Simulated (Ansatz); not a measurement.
Spectroscopic constants of BeAl, multiplicity 2 (lowest of 2S+1 = 2, 4 at CCSD(T)/def2-TZVPP on PBE0 minima; our sources give no spin for the ground state, which may be another).

D_e counts from the fitted minimum to each atom's lowest state at the same level, without counterpoise.

Correlated levels freeze the inner cores; with def2 sets outer-core shells near the valence are correlated too.

Programs: Ansatz (Gaussian basis) for Hartree–Fock, density functionals and correlated methods. Values without a source in brackets are computed.

| level | bond energy D_e (kJ/mol) |
|---|---|
| PBE/def2-TZVPP | 90.9 |
| B97M-V/def2-TZVPP | 80.0 |
| B3LYP/def2-TZVPP | 60.4 |
| CAM-B3LYP/def2-TZVPP | 50.1 |
| wB97M-V/def2-TZVPP | 47.4 |
| CCSD/def2-TZVPP | 31.0 |
| CCSD/def2-QZVPP | 36.8 |
| CCSD(T)/def2-TZVPP | ? |
| CCSD(T)/def2-QZVPP | ? |

Some entries are withheld; supply them.


- CCSD(T)/def2-TZVPP, bond energy D_e (kJ/mol): 44.0
- CCSD(T)/def2-QZVPP, bond energy D_e (kJ/mol): 51.8

Ansatz is an electronic-structure program.
